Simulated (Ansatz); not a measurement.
Start from `C=C[SiH2]BN` and change one atom or group to get `C=C[SiH2]CN`.

Ansatz, PBE0-D4/def2-TZVP geometries, multiplicity 1. Each molecule was computed in one conformer, which needn't be the lowest.

| property | `C=C[SiH2]BN` |
| --- | --- |
| HOMO energy (ωB97M-V/def2-TZVPP) / eV | -9.42 |
| LUMO energy (PBE0/def2-TZVPP) / eV | -0.69 |
| HOMO energy (PBE0/def2-TZVPP) / eV | -7.28 |
| size of the dipole moment (B3LYP/def2-TZVPP) / D | 2.11 |
| HOMO energy (B3LYP/def2-TZVPP) / eV | -7.08 |
| LUMO energy (PBE/def2-TZVPP) / eV | -1.62 |

(1) Give the same properties after the change, and the shifts. (An estimate is asked.)

## Answers

(1) Computed: 
```
                                        property  `C=C[SiH2]CN`  shift
           HOMO energy (ωB97M-V/def2-TZVPP) / eV          -8.80   0.62
              LUMO energy (PBE0/def2-TZVPP) / eV          -0.52   0.17
              HOMO energy (PBE0/def2-TZVPP) / eV          -6.49   0.79
size of the dipole moment (B3LYP/def2-TZVPP) / D           1.03  -1.08
             HOMO energy (B3LYP/def2-TZVPP) / eV          -6.28   0.80
               LUMO energy (PBE/def2-TZVPP) / eV          -1.51   0.11
```

With PBE0 the HOMO rises by 0.79 eV and the LUMO rises by 0.17 eV, so the gap narrows by about 0.62 eV. PBE moves the HOMO by 1.00 eV and ωB97M-V by 0.62 eV. Dipoles are sizes alone; their direction can turn.

B3LYP here is the variant with VWN-RPA as its local correlation; programs differ in this.
